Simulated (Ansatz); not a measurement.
One change: `NC[CH2][GeH3]` becomes `OC[CH2][GeH3]`.

Ansatz, PBE0-D4/def2-TZVP geometries, multiplicity 1. Each molecule was computed in one conformer, which needn't be the lowest.

Scalar relativity is left out up to krypton.

```csv
property,`NC[CH2][GeH3]`
LUMO energy (B3LYP/def2-TZVPP) / eV,0.48
LUMO energy (ωB97M-V/def2-TZVPP) / eV,2.26
HOMO–LUMO gap (PBE/def2-TZVPP) / eV,5.44
size of the dipole moment (PBE/def2-TZVPP) / D,1.34
HOMO energy (PBE/def2-TZVPP) / eV,-5.45
HOMO energy (PBE0/def2-TZVPP) / eV,-6.94
```

(1) Give the same properties after the change, and the shifts. (Estimate.)

Results:

(1) Computed: 
```json
{"property": "LUMO energy (B3LYP/def2-TZVPP) / eV", "`OC[CH2][GeH3]`": "0.46", "shift": "-0.02"}
{"property": "LUMO energy (ωB97M-V/def2-TZVPP) / eV", "`OC[CH2][GeH3]`": "2.27", "shift": "0.01"}
{"property": "HOMO–LUMO gap (PBE/def2-TZVPP) / eV", "`OC[CH2][GeH3]`": "6.21", "shift": "0.77"}
{"property": "size of the dipole moment (PBE/def2-TZVPP) / D", "`OC[CH2][GeH3]`": "1.21", "shift": "-0.13"}
{"property": "HOMO energy (PBE/def2-TZVPP) / eV", "`OC[CH2][GeH3]`": "-6.24", "shift": "-0.79"}
{"property": "HOMO energy (PBE0/def2-TZVPP) / eV", "`OC[CH2][GeH3]`": "-7.92", "shift": "-0.98"}
```

Dipoles are sizes alone; their direction can turn.

B3LYP here is the variant with VWN-RPA as its local correlation; programs differ in this.
